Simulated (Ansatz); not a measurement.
Reaction: CH4Si (methylidenesilane, SMILES C=[SiH2]) → CH4Si+ (parent SMILES C=[SiH2], doublet) + e-
Each species at its own B3LYP-D3(BJ)/def2-TZVP minimum (Ansatz, an electronic-structure program).

Property: adiabatic ionisation energy (electronic), in eV. Open shells are spin-unrestricted; no spin-orbit coupling. CBS(X,Y): correlation extrapolated as X^-3, Hartree-Fock from the larger set. A bracket is a step between two methods taken in the basis named. The functionals are non-relativistic, so their misses hold any scalar relativity. '+ core + X2C': CCSD(T) terms for core correlation (cc-pwCVTZ, 1s frozen past Ne) and scalar relativity (cc-pVTZ-DK). The restricted determinant of CH4Si (C=[SiH2], singlet) is unstable towards broken spin symmetry in at least one set run. The spin of CH4Si+ (parent SMILES C=[SiH2], doublet) was assumed, and the state is the lowest solution found for it.

CCSD(T)/CBS(cc-pV(T+d)Z,cc-pV(Q+d)Z) + [CCSDT(Q) - CCSD(T)]/cc-pV(T+d)Z + core + X2C (Ansatz) gives 8.86 eV.

### Question
How far off this value is PBE/def2-TZVPD (Ansatz), in which direction, and how far these levels: r2SCAN/def2-TZVPD, B3LYP/def2-TZVPD, wB97M-V/def2-TZVPD, CCSD(T)/CBS(cc-pV(T+d)Z,cc-pV(Q+d)Z) + core + X2C?

### Answer
PBE gives 8.74 eV, 0.12 eV below it. Differences of the others: r2SCAN/def2-TZVPD (Ansatz) -0.25; B3LYP/def2-TZVPD (Ansatz) -0.18; wB97M-V/def2-TZVPD (Ansatz) -0.23; CCSD(T)/CBS(cc-pV(T+d)Z,cc-pV(Q+d)Z) + core + X2C (Ansatz) -0.02 eV.
